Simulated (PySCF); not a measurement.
## A small calculation by hand: chemical shift, span and skew from a shielding tensor

Se(Me)(SH) (CH4SSe), SMILES C[Se]S. Atoms are numbered in the order given.

```xyz
7

Se     0.1190     0.2914     0.5701
C      1.6634     0.5496    -0.5853
H      2.3733     1.1689    -0.0165
H      1.3665     1.0771    -1.5004
H      2.1300    -0.4134    -0.8288
S     -1.1957    -0.8109    -0.8125
H     -0.7658    -2.0631    -0.5244
```
Charge 0, spin multiplicity 1.

Coordinates come from a PBE0-D3(BJ)/def2-SVP optimisation. The values are those of a single conformer.

GIAO shieldings from HF/pcSseg-1 (PySCF), non-relativistic, no solvent. The symmetric part of the tensor of Se1 has the principal values 1424.8, 1444.7, 2328.9 ppm. The same nucleus in Me2Se has σ = 1942.8 ppm at this level (PySCF, at its B3LYP-D3(BJ)/def2-TZVP geometry).

Question: Work out the isotropic shielding, the ⁷⁷Se shift against Me2Se, the span and the skew.

Answer: 
σ(iso) = (σ11 + σ22 + σ33)/3 = 1732.8 ppm. δ = σ(ref) − σ(iso) = 1942.8 − (1732.8) = 210.0 ppm.
Span Ω = σ33 − σ11 = 904.1 ppm. Skew κ = 3(σ(iso) − σ22)/Ω = 0.96. Tumbling in solution averages the tensor to δ; in a static solid the shielding alone would spread this spin-1/2 line over Ω.
